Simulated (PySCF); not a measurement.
r2SCAN on Yb²⁺ (ytterbium, charge +2), [Xe] 4f13 5d1, one real determinant (an excited configuration). All numbers are calculated (PySCF 2.14, the spin-free X2C one-electron Hamiltonian (Gaussian nucleus), in x2c-TZVPPall (11s7p7d4f2g, 113 functions)).

```
cycle= 1 E= -14058.9274111625  delta_E= -0.0131  |g|= 0.633  |ddm|= 0.649
cycle= 2 E= -14058.8208557386  delta_E= 0.107  |g|= 1.39  |ddm|= 0.56
cycle= 3 E= -14058.9650099015  delta_E= -0.144  |g|= 0.0362  |ddm|= 0.473
cycle= 4 E= -14058.9658948255  delta_E= -0.000885  |g|= 0.0104  |ddm|= 0.206
cycle= 5 E= -14058.966187348  delta_E= -0.000293  |g|= 0.00281  |ddm|= 0.183
cycle= 6 E= -14058.966197535  delta_E= -1.02e-05  |g|= 0.00156  |ddm|= 0.0295
cycle= 7 E= -14058.9662000575  delta_E= -2.52e-06  |g|= 0.000662  |ddm|= 0.0227
cycle= 8 E= -14058.9662001581  delta_E= -1.01e-07  |g|= 2.78e-05  |ddm|= 0.00222
cycle= 9 E= -14058.9662001585  delta_E= -3.82e-10  |g|= 2.89e-06  |ddm|= 0.000275
converged SCF energy = -14058.9662001585  <S^2> = 2.0011215  2S+1 = 3.0007476
```

Highest occupied orbital energy: -17.210 eV; ⟨L²⟩ = 15.04; populations by l: s 10.49, p 24.00, d 20.51, f 13.00.

Question: Can this result be used?

Answer: Not for this state. The calculation finished and met its thresholds. ⟨L²⟩ = 15.04 against 30 for a pure H term, so this real determinant mixes terms. Spin-orbit coupling, absent here, splits the open shell strongly. The s, p, d and f populations moved away from the nominal configuration during the SCF.
